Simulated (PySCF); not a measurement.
Gas-phase reaction: MgH2 → Mg + H2

Method: PySCF energies plus ideal-gas RRHO corrections (1 bar). † marks an energy on the PBE0/def2-TZVP geometry and frequencies; other levels use their own. MP2 freezes the core. 6-31G* has spherical d functions here. All species are closed-shell singlets. B3LYP is the form with VWN-RPA correlation. For Mg the outer core is correlated in a valence basis, which is rough. MgH2: computed as isolated molecules; such fragments, hydroxides, amides, oligomers or adducts are transient or little studied in the gas. MP2 isn't extrapolated to the basis-set limit; its ΔH°(298 K) is -8.4 kJ in def2-SVP and -15.2 kJ in def2-TZVPP. The harmonic model lacks anharmonicity and excited electronic states, which grow with temperature; levels with a mode under 35 cm⁻¹ are left out.

| level | ΔE electronic, kJ | ΔH°(298 K), kJ | ΔS°(298 K), J/K | ΔG°(800 K), kJ |
|---|---|---|---|---|
| B3LYP/6-31G* | -20 | -13 | 85 | -82 |
| HF/def2-TZVP† | -21 | -15 | 85 | -84 |
| MP2/def2-SVP† | -15 | -8 | 85 | -78 |
| PBE0/def2-QZVP† | -14 | -8 | 85 | -77 |
| PBE0/def2-TZVP | -16 | -9 | 85 | -78 |
| ωB97M-V/def2-TZVP† | -18 | -12 | 85 | -81 |
ΔH° is lowest at HF/def2-TZVP† and highest at PBE0/def2-QZVP†. No reference value is set beside these.
